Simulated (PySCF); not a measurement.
Ge(H)(F)(Br)2, HBr₂FGe, SMILES [F][GeH]([Br])[Br], PBE0/def2-SVP optimised geometry.

```
5

Ge    -0.85    -0.49     0.00
F     -1.37     1.16     0.00
Br    -1.65    -1.43    -1.92
Br     1.42    -0.49     0.00
H     -1.42    -1.16     1.25
```

Density from PBE0/def2-TZVP run with PySCF at that geometry.

Minimum of the electron density along straight lines between bonded atoms, close to the bond critical point (lines longer than 1.1 times the sum of covalent radii, or with two minima, are not listed):

```tsv
bond	length / Å	ρ at the minimum / e bohr⁻³	∇²ρ there / e bohr⁻⁵	position (fraction from the first atom)
Ge1–F2	1.728	0.146	0.84	0.48
Ge1–Br3	2.278	0.099	0.06	0.43
Ge1–Br4	2.278	0.099	0.06	0.43
Ge1–H5	1.527	0.141	0.01	0.59
```
